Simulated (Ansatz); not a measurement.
`CCCCC(=O)OCC(C)C` + `CC` → `CCCCC(=O)OCCC` + `CCC`  (formal exchange of groups at a C–C bond)

Gas-phase electronic energies from Ansatz, PBE0-D4/def2-TZVP geometries. CCSD(T)/CBS adds triple-zeta CCSD(T) − MP2 to the extrapolated MP2 energy (def2 sets, frozen cores). This one scheme is used for every species. DFT in def2-TZVPP. B3LYP here is the variant with VWN-RPA as its local correlation; programs differ in this. HSE06 is defined as in plane-wave codes. Each species was taken in one conformer, which may not be the lowest.

`CCCCC(=O)OCC(C)C`:

Cartesian coordinates in Å:
```
C 1.379 3.552 0.927
C 1.858 2.116 0.811
C 1.233 1.204 1.854
C 1.715 -0.239 1.756
C 1.406 -0.891 0.435
O 2.204 -1.454 -0.265
O 0.107 -0.777 0.126
C -0.294 -1.363 -1.114
C -1.782 -1.150 -1.290
C -2.201 -1.652 -2.664
C -2.579 -1.825 -0.184
H 1.839 4.191 0.170
H 1.622 3.970 1.908
H 0.294 3.615 0.802
H 1.630 1.734 -0.191
H 2.950 2.079 0.905
H 0.144 1.229 1.758
H 1.468 1.581 2.855
H 2.795 -0.306 1.895
H 1.240 -0.843 2.537
H -0.046 -2.430 -1.103
H 0.275 -0.902 -1.925
H -1.965 -0.069 -1.243
H -2.016 -2.727 -2.759
H -1.654 -1.146 -3.463
H -3.268 -1.486 -2.828
H -2.426 -2.909 -0.207
H -3.648 -1.637 -0.305
H -2.279 -1.463 0.800
```

`CC`:

Z-matrix (Å, degrees):
```
C
C 1 1.519
H 1 1.093 2 111.4
H 1 1.093 2 111.4 3 120.0
H 1 1.093 2 111.4 3 -120.0
H 2 1.093 1 111.4 3 180.0
H 2 1.093 1 111.4 3 -60.0
H 2 1.093 1 111.4 3 60.0
```

`CCCCC(=O)OCCC`:

Cartesian coordinates in Å:
```
C 1.919 -3.359 1.902
C 0.846 -2.342 1.558
C 0.620 -2.216 0.060
C -0.443 -1.196 -0.303
C -0.015 0.225 -0.050
O 1.123 0.596 0.065
O -1.075 1.043 0.006
C -0.798 2.439 0.172
C -0.513 3.119 -1.149
C -1.667 3.032 -2.134
H 1.659 -4.353 1.525
H 2.063 -3.441 2.982
H 2.879 -3.080 1.459
H 1.126 -1.364 1.961
H -0.097 -2.621 2.042
H 1.560 -1.938 -0.428
H 0.327 -3.190 -0.347
H -1.380 -1.377 0.230
H -0.689 -1.253 -1.370
H -1.700 2.844 0.635
H 0.044 2.553 0.858
H -0.281 4.167 -0.932
H 0.394 2.685 -1.578
H -2.567 3.504 -1.731
H -1.421 3.531 -3.073
H -1.913 1.993 -2.362
```

`CCC`:

Cartesian coordinates in Å:
```
C -0.754 0.367 -0.974
C -0.128 -0.601 0.016
C 0.849 0.078 0.962
H 0.011 0.849 -1.590
H -1.303 1.159 -0.455
H -1.453 -0.137 -1.645
H -0.917 -1.092 0.596
H 0.387 -1.399 -0.530
H 1.289 -0.633 1.665
H 0.353 0.859 1.544
H 1.667 0.550 0.410
```

```
             level  ΔE (kJ/mol)  difference from CCSD(T)/CBS
       LDA (SPW92)          2.0                         -2.9
         r2SCAN-D4          3.4                         -1.5
          B3LYP-D4          2.5                         -2.4
          HSE06-D4          2.5                         -2.4
          BHLYP-D4          3.2                         -1.7
           ωB97X-V          4.0                         -0.9
            B2PLYP          2.3                         -2.6
             B3LYP         -0.4                         -5.3
           r2SCANh          2.2                         -2.7
             HSE06          0.4                         -4.5
RPA@PBE/def2-TZVPP          5.5                          0.6
  CCSD(T)/def2-SVP          5.4                          0.5
     HF/def2-TZVPP          0.8                         -4.1
    MP2/def2-TZVPP          6.9                          2.0
CCSD(T)/def2-TZVPP          5.4                          0.5
    CCSD/CBS(def2)          4.3                         -0.6
       CCSD(T)/CBS          4.9                            0
```

Largest T1 diagnostic among the species: 0.012.

Leaving LDA and LC-ωPBE aside and taking each functional with its dispersion term where it has one, the values, not all of them listed here, spread over 2.7 kJ/mol, from PBE-D4 to ωB97M-V. In def2-TZVPP, CCSD(T) changes the Hartree–Fock value by +4.6 kJ/mol (the triples alone add +0.6 kJ/mol) and MP2 by +6.2 kJ/mol.

CCSD(T)/CBS has its own doubt, a few kJ/mol and more with outer-core shells, so smaller differences from it don't rank the levels.
